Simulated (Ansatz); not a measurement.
K2Na6⁺: single points at one geometry.

```yaml
crystal:
  periodic: [false, false, false]
  atoms:
    - {symbol: Na, position_ang: [1.106404, -0.151768, -0.513250]}
    - {symbol: Na, position_ang: [-0.021283, 2.286578, 1.816251]}
    - {symbol: Na, position_ang: [1.426874, -0.708764, 3.013518]}
    - {symbol: Na, position_ang: [-1.783126, -0.920713, 1.220288]}
    - {symbol: Na, position_ang: [0.666285, -3.432651, 0.506866]}
    - {symbol: Na, position_ang: [-1.823091, 1.646727, -1.327085]}
    - {symbol: K, position_ang: [1.936886, 3.425371, -1.849519]}
    - {symbol: K, position_ang: [-1.508960, -2.144790, -2.867069]}
basis:
  gaussian: {orbitals: def2-TZVP, initial_orbitals: start.molden}
total_charge: 1
magnetization: {spin_polarized: true, initial_magnetization: 1}
hamiltonian: {xc: r2scan}
scf: {omitted_lower_state_checks: [starts]}
output: {orbitals: {seedname: orbitals}}
```

The file start.molden holds the orbitals of an earlier run on this structure, at another level or in another basis.

```sh
$ ansatz run in.yaml --threads 4 --pin off --events-out ev --progress --plain --max-ram 8704MiB
```

Shortened log:

```
Functional definition: r2SCAN
2312 factors; their error is unknown
mean field evaluation 1: about -59137.2437 eV, gradient 4.9e0 eV
mean field evaluation 2: about -59137.2865 eV, gradient 1.3e-1 eV
mean field evaluation 4: about -59137.2303 eV, gradient 8.7e-3 eV
mean field evaluation 8: about -59137.2303 eV, gradient 2.2e-5 eV
mean field -59137.23031103 eV, -2173.2531292759 hartree, gradient 8.8e-6 eV, S^2 0.811438; 0 other end points of the search recorded, 0 dependent functions left out
reference -59137.23037426 eV, -2173.2531315997 hartree; 52, 51 occupied and 206, 207 virtual orbitals, 2312 factors
Total energy: -59137.23037426 eV, -2173.2531315997 hartree
Checks for a lower state left out: starts
```

It took 1.7 min on 4 threads of Arm Neoverse V1 on a shared host, peak host memory 1.6 GiB.

First input, but with `correlation: {method: mp2}` and without the key `hamiltonian` (abridged; 35 s):

```
Functional definition: HF
mean field evaluation 16: about -59030.9962 eV, gradient 3.0e-6 eV
mean field -59030.99617057 eV, -2169.3490966223 hartree, gradient 3.0e-6 eV, S^2 1.784541
16 core orbitals not correlated: weight in the atoms' cores, before any rotation towards them, 1.000 or more for the frozen orbitals, at most 0.000 for the correlated occupied ones
second order -37.43293444 eV of doubles, -0.00000000 eV of singles
Total energy: -59068.42910501 eV, -2170.7247315899 hartree
Checks for a lower state left out: starts
```

First input, but with `hamiltonian: {xc: hse06}` (abridged; 29 s):

```
Functional definition: HSE06
mean field -59117.55257079 eV, -2172.5299856602 hartree, gradient 2.6e-5 eV, S^2 0.775050
Total energy: -59117.55264664 eV, -2172.5299884478 hartree
Checks for a lower state left out: starts
```

The first input with `gaussian: {orbitals: STO-3G}`, `hamiltonian: {xc: hf}` (abridged; 1.2 s):

```
Functional definition: HF
mean field evaluation 16: about -58357.4618 eV, gradient 1.6e-1 eV
mean field -58357.64003349 eV, -2144.6037150017 hartree, gradient 1.8e-5 eV, S^2 1.446213
Total energy: -58357.64003349 eV, -2144.6037150017 hartree
Checks for a lower state left out: starts
```

Geometry: PBE0/def2-SVP.

HSE06 is defined as in plane-wave codes, on full-range PBE exchange. Correlated methods freeze 16 core orbitals; core or outer-core shells of Na, K are correlated, in sets that lack core-valence functions. At MP2/def2-TZVP, HF/STO-3G the charge 1 doublet is spin-contaminated (final ⟨S²⟩ up to 1.78, 0.75 for a pure state). The structure comes from a short search, and lower isomers may exist.
